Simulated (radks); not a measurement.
Results of a calculation; reference values are marked as such.
Kinetic energies: the exact non-interacting value of the Kohn-Sham orbitals and orbital-free approximations, as 100 (|E| - |E exact|)/|E exact|, negative where the magnitude is too small. Species: Cr23+ 1s1; Ba [Xe] 6s2; Hf4+ [Xe] 4f14; C4+ [He]; As [Ar] 3d10 4s2 4p3. Code: a radial shooting solver on a logarithmic mesh with Libxc functionals. Model: non-relativistic Kohn-Sham, exchange-only PBE, spin-polarised, spherical densities, point nucleus. Every spin shell is full or empty, so the densities are truly spherical. Functionals are evaluated on that one density, not self-consistently.

functional         Cr23+       Ba     Hf4+      C4+       As
exact (hartree)  287.843  7882.72  14318.0  32.2974  2233.97
Thomas-Fermi       -8.24    -5.15    -4.83    -9.00    -6.09
von Weizsacker     0.00   -59.95   -63.26    0.00   -52.24
TF + vW           +91.76   +34.90   +31.90   +91.00   +41.67
TF + vW/9          +2.87    -0.70    -0.75    +2.12    -0.78
TF + vW/5         +11.76    +2.86    +2.51   +11.00    +3.46
Thakkar            +2.54    -0.64    -0.80    +1.89    -0.51
PG1               +55.46   +14.37   +12.90   +54.29   +17.81
DePristo-Kress     +3.07    -0.14    -0.24    +2.18    -0.12
